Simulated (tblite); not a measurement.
C₄H₇P₂Si (charge -1).
SMILES with atom numbers: `[CH3:1][c:2]1[p:3][c:4]([SiH3:5])[cH:6][p-:7]1` (hydrogens: H8, H9, H10 on C1; H11, H12, H13 on Si5; H14 on C6)

Method: GFN2-xTB as coded in tblite; computed harmonic values from a numerical Hessian at the method's own geometry, unscaled. This tight-binding method is rough: wavenumbers can miss measured ones by several per cent, in bad cases by 10 to 20. Modes of hydrogen on silicon can be 10 to 20 % off.

Harmonic wavenumbers (cm⁻¹): 30.9, 48.7, 101.7, 156.2, 212.7, 278.3, 356.9, 360.3, 399.0, 447.3, 534.8, 542.2, 628.0, 669.4, 741.3, 807.5, 814.1, 831.1, 866.1, 901.1, 1003.1, 1013.8, 1131.5, 1189.4, 1206.7, 1384.1, 1390.1, 1488.5, 1500.3, 2119.2, 2123.5, 2147.4, 2936.9, 2955.3, 2972.8, 2976.7.

A = 3066, B = 1014, C = 772.3 MHz; mass 144.979 u (most abundant isotopes); point group Cs, symmetry number 1.

Q: Zero-point energy?

A: ½Σν̃ = 19633 cm⁻¹ = 234.87 kJ/mol.

Q: What is S at 200 K and 1 bar for an ideal gas of classical rigid rotors and harmonic oscillators?

A: Translation 162.62, rotation 117.54, vibration 78.06: S = 358.2 J/(mol K).

Q: And Cp and H(200 K) − H(0)?

A: Cp = 110.78 J/(mol K), of which vibrations give 77.53 (their classical limit is 36 R = 299.3); H(200 K) − H(0) = 14.60 kJ/mol without the zero-point energy, 7.95 from vibrations.

Q: Which modes carry the vibrational entropy at 200 K?

A: 30.9 cm⁻¹: 20.83; 48.7 cm⁻¹: 17.08; 101.7 cm⁻¹: 11.10; 156.2 cm⁻¹: 7.77; 212.7 cm⁻¹: 5.54; 278.3 cm⁻¹: 3.81 J/(mol K); the other 30 give 11.93 together.

Q: What must be added to the electronic energy to get the Gibbs energy at 200 K and 1 bar?

A: ZPE + [H(200 K) − H(0)] − T·S = 234.87 + 14.60 − 71.64 = 177.83 kJ/mol.

Q: How do the functions run with temperature in this model?

A: 
```json
{"T (K)": "50", "S (J/(mol K))": "252.3", "Cp (J/(mol K))": "55.2", "H − H(0) (kJ/mol)": "2.21", "G − H(0) (kJ/mol)": "-10.41", "ln q(vib)": "0.88"}
{"T (K)": "100", "S (J/(mol K))": "296.0", "Cp (J/(mol K))": "73.1", "H − H(0) (kJ/mol)": "5.42", "G − H(0) (kJ/mol)": "-24.19", "ln q(vib)": "2.17"}
{"T (K)": "298.15", "S (J/(mol K))": "409.2", "Cp (J/(mol K))": "146.0", "H − H(0) (kJ/mol)": "27.24", "G − H(0) (kJ/mol)": "-94.75", "ln q(vib)": "6.93"}
{"T (K)": "373.15", "S (J/(mol K))": "444.5", "Cp (J/(mol K))": "169.4", "H − H(0) (kJ/mol)": "39.09", "G − H(0) (kJ/mol)": "-126.78", "ln q(vib)": "8.67"}
{"T (K)": "500", "S (J/(mol K))": "498.7", "Cp (J/(mol K))": "201.1", "H − H(0) (kJ/mol)": "62.68", "G − H(0) (kJ/mol)": "-186.67", "ln q(vib)": "11.54"}
{"T (K)": "750", "S (J/(mol K))": "588.9", "Cp (J/(mol K))": "243.0", "H − H(0) (kJ/mol)": "118.63", "G − H(0) (kJ/mol)": "-323.03", "ln q(vib)": "16.82"}
{"T (K)": "1000", "S (J/(mol K))": "662.6", "Cp (J/(mol K))": "269.1", "H − H(0) (kJ/mol)": "182.88", "G − H(0) (kJ/mol)": "-479.75", "ln q(vib)": "21.57"}
```

q(vib) and H(0) count from the zero-point level.

Hindered rotation and anharmonicity are outside this model.
